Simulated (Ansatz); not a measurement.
Program: Ansatz. Geometries: PBE0-D4/def2-TZVP. ΔE: electronic, gas phase. CCSD(T)/CBS is the MP2 limit (def2-TZVPP, def2-QZVPP) plus CCSD(T) − MP2 in def2-TZVPP, frozen cores. This one scheme is used for every species. Double bonds are as drawn, so ΔE can hold a change between cis and trans. Each species was taken in one conformer, which may not be the lowest.

`[SiH3]C/C=C/Cl` + SiH₄ → `[SiH3]/C=C/C[SiH3]` + HCl  (formal exchange of groups at a C–Cl bond)

`[SiH3]C/C=C/Cl`:

Z-matrix (Å, degrees):
```
Si
C 1 1.889
H 1 1.488 2 110.2
H 1 1.487 2 109.8 3 -119.9
H 1 1.486 2 109.8 3 120.4
C 2 1.488 1 111.5 3 175.0
H 2 1.096 1 107.8 3 53.5
H 2 1.094 1 108.4 3 -62.3
C 6 1.325 2 123.8 1 108.3
H 6 1.087 2 117.5 1 -69.7
Cl 9 1.722 6 123.2 2 -178.0
H 9 1.083 6 123.5 2 1.9
```

SiH₄:

Z-matrix (Å, degrees):
```
Si
H 1 1.485
H 1 1.485 2 109.5
H 1 1.485 2 109.5 3 -120.0
H 1 1.485 2 109.5 3 120.0
```

`[SiH3]/C=C/C[SiH3]`:

Z-matrix (Å, degrees):
```
Si
C 1 1.852
H 1 1.489 2 111.4
H 1 1.489 2 111.3 3 119.5
H 1 1.488 2 108.9 3 -120.2
C 2 1.335 1 122.9 3 120.0
H 2 1.090 1 119.2 3 -60.1
C 6 1.487 2 125.9 1 -177.9
H 6 1.090 2 118.8 1 -0.3
Si 8 1.889 6 110.8 2 102.9
H 8 1.094 6 111.2 2 -17.6
H 8 1.095 6 111.0 2 -137.8
H 10 1.488 8 110.2 6 175.1
H 10 1.487 8 109.8 6 55.2
H 10 1.486 8 109.7 6 -64.6
```

HCl:

Cartesian coordinates in Å:
```
Cl -0.153 0.217 0.582
H 0.153 -0.217 -0.582
```

```tsv
species	CCSD(T)/CBS(def2) energy (Eh)
`[SiH3]C/C=C/Cl`	-867.20046
SiH₄	-291.46306
`[SiH3]/C=C/C[SiH3]`	-698.30547
HCl	-460.38127
```

**Question.** Work out ΔE.

**Answer.** ΔE = (-698.30547) + (-460.38127) − (-867.20046) − (-291.46306) = -0.02322 Eh = -0.63 eV.

Largest T1 diagnostic among the species: 0.012.

From PBE to PBE0 (25 % exact exchange), in def2-TZVPP and without D4, ΔE moves by −0.05 eV. The D4 term adds −0.05 eV with B3LYP and −0.03 eV with PBE0; it sums over pairs of atoms, weighted by their polarisabilities, and B3LYP, whose exchange is more repulsive, gets the larger term.

B3LYP here is the variant with VWN-RPA as its local correlation; programs differ in this.
